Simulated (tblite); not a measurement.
Species: C7H11Ga.
Numbering: `[CH3:1][C:2]#[C:3][CH2:4][C:5]1([GaH2:6])[CH2:7][CH2:8]1` (hydrogens: H9, H10, H11 on C1; H12, H13 on C4; H14, H15 on Ga6; H16, H17 on C7; H18, H19 on C8)

Computed with GFN2-xTB (tblite), gas phase: L-BFGS steps from a force-field or distance-geometry start until the largest atomic force falls under 0.01 eV/Å.

Step 25: E = -589.5881 eV
```
atom  x, y, z in Å  |  force x, y, z in eV/Å
C1      3.5008   -0.0707    0.5660   -0.019   0.003  -0.010
C2      2.2098    0.0029   -0.0886    0.006   0.007   0.063
C3      1.1598    0.0374   -0.6711   -0.023   0.039   0.053
C4     -0.1264   -0.0043   -1.3477    0.059   0.015  -0.037
C5     -1.2501    0.1397   -0.3222    0.052   0.041  -0.013
Ga6    -1.0333    1.6686    1.0007   -0.121   0.018  -0.002
C7     -2.5659   -0.5100   -0.6609    0.037   0.029  -0.001
C8     -1.6761   -1.1349    0.3707   -0.092  -0.021  -0.057
H9      3.5454   -0.9543    1.2050   -0.017   0.039  -0.035
H10     4.2848   -0.1395   -0.1890    0.022   0.016   0.039
H11     3.6707    0.8144    1.1796   -0.013  -0.016  -0.035
H12    -0.1774    0.8114   -2.0800   -0.019   0.007  -0.009
H13    -0.2026   -0.9543   -1.8869   -0.060  -0.025  -0.026
H14    -1.7540    3.1009    0.9973    0.074  -0.074  -0.112
H15    -0.3012    1.3903    2.3664    0.061  -0.036   0.053
H16    -2.6449   -1.0143   -1.6182   -0.002   0.060   0.062
H17    -3.4929   -0.0396   -0.3500    0.062  -0.014   0.048
H18    -1.1740   -2.0549    0.1093   -0.011  -0.053   0.034
H19    -1.9825   -1.0796    1.4122    0.005  -0.034  -0.013
```

Step 26: E = -589.5913 eV
```
atom  x, y, z in Å  |  force x, y, z in eV/Å
C1      3.4999   -0.0692    0.5676   -0.033   0.009  -0.016
C2      2.2054    0.0047   -0.0838    0.075   0.002   0.053
C3      1.1582    0.0376   -0.6717   -0.016   0.042   0.065
C4     -0.1296   -0.0070   -1.3455    0.112   0.027  -0.045
C5     -1.2496    0.1391   -0.3183    0.071   0.061   0.007
Ga6    -1.0351    1.6713    1.0029   -0.078  -0.034   0.005
C7     -2.5660   -0.5054   -0.6582    0.029   0.002   0.011
C8     -1.6736   -1.1390    0.3671   -0.129  -0.024  -0.063
H9      3.5438   -0.9559    1.2049   -0.009   0.100  -0.046
H10     4.2870   -0.1364   -0.1864   -0.034   0.007   0.048
H11     3.6710    0.8192    1.1784   -0.026  -0.070  -0.031
H12    -0.1819    0.8039   -2.0816   -0.021   0.039  -0.020
H13    -0.2030   -0.9582   -1.8820   -0.076  -0.046  -0.027
H14    -1.7464    3.1039    0.9825    0.063  -0.052  -0.099
H15    -0.3006    1.3905    2.3708    0.038  -0.018   0.029
H16    -2.6464   -1.0022   -1.6186   -0.017   0.049   0.047
H17    -3.4911   -0.0357   -0.3408    0.057  -0.018   0.044
H18    -1.1728   -2.0571    0.0967   -0.008  -0.055   0.031
H19    -1.9790   -1.0949    1.4088    0.003  -0.020   0.004
```

Step 27: E = -589.5947 eV
```
atom  x, y, z in Å  |  force x, y, z in eV/Å
C1      3.4985   -0.0672    0.5691   -0.033   0.017  -0.015
C2      2.2011    0.0069   -0.0778    0.110  -0.001   0.018
C3      1.1568    0.0387   -0.6711   -0.006   0.038   0.059
C4     -0.1312   -0.0101   -1.3439    0.117   0.033  -0.037
C5     -1.2478    0.1391   -0.3140    0.075   0.037   0.031
Ga6    -1.0388    1.6737    1.0061   -0.013  -0.097   0.022
C7     -2.5658   -0.4997   -0.6549    0.014  -0.016   0.017
C8     -1.6726   -1.1446    0.3618   -0.107  -0.023  -0.044
H9      3.5417   -0.9559    1.2042    0.001   0.125  -0.035
H10     4.2887   -0.1327   -0.1827   -0.075  -0.003   0.035
H11     3.6707    0.8233    1.1768   -0.032  -0.090  -0.006
H12    -0.1873    0.7958   -2.0840   -0.010   0.064  -0.029
H13    -0.2045   -0.9637   -1.8767   -0.076  -0.042  -0.014
H14    -1.7362    3.1068    0.9637    0.046  -0.021  -0.083
H15    -0.2993    1.3911    2.3766    0.005   0.004  -0.005
H16    -2.6489   -0.9871   -1.6184   -0.033   0.028   0.010
H17    -3.4883   -0.0318   -0.3292    0.038  -0.009   0.042
H18    -1.1718   -2.0603    0.0824   -0.016  -0.043   0.024
H19    -1.9747   -1.1133    1.4046   -0.004  -0.002   0.011
```

Q: Estimate the geometry and energy of step 28. (The exact step hangs on the optimiser's Hessian estimate; all steps are aligned on step 27, rigid shifts and turns removed.)

A: E = -589.5975 eV, largest force 0.143 eV/Å
```
atom  x, y, z in Å  |  force x, y, z in eV/Å
C1      3.4968   -0.0649    0.5700   -0.016   0.023  -0.007
C2      2.1986    0.0089   -0.0725    0.093   0.000  -0.033
C3      1.1562    0.0405   -0.6692    0.002   0.029   0.033
C4     -0.1307   -0.0127   -1.3432    0.069   0.030  -0.019
C5     -1.2451    0.1392   -0.3099    0.057  -0.022   0.039
Ga6    -1.0424    1.6741    1.0098    0.043  -0.132   0.033
C7     -2.5653   -0.4944   -0.6517    0.001  -0.016   0.010
C8     -1.6733   -1.1502    0.3564   -0.041  -0.021  -0.008
H9      3.5397   -0.9535    1.2032    0.009   0.100   0.000
H10     4.2888   -0.1294   -0.1792   -0.080  -0.010   0.000
H11     3.6697    0.8254    1.1756   -0.028  -0.064   0.034
H12    -0.1923    0.7894   -2.0866    0.010   0.070  -0.026
H13    -0.2070   -0.9694   -1.8722   -0.057  -0.011   0.007
H14    -1.7260    3.1094    0.9452    0.034  -0.003  -0.068
H15    -0.2980    1.3922    2.3819   -0.022   0.021  -0.029
H16    -2.6522   -0.9727   -1.6180   -0.044   0.009  -0.029
H17    -3.4852   -0.0287   -0.3177    0.016   0.008   0.040
H18    -1.1713   -2.0638    0.0698   -0.031  -0.026   0.016
H19    -1.9709   -1.1303    1.4007   -0.013   0.015   0.007
```

The energy changes by -0.0029 eV. The first-order estimate −F·Δx gives -0.0041 eV and the mean of the old and new forces, exact on a quadratic surface, -0.0029 eV. The step makes an angle of 74° with the force vector and moves no atom by more than 0.021 Å.

What follows is the cost of the whole relaxation. Time: 1.4 s of wall time. Hardware: one thread, Arm Neoverse V1 (aarch64), no GPU, shared host with 32 logical CPUs at a one-minute load of 25.
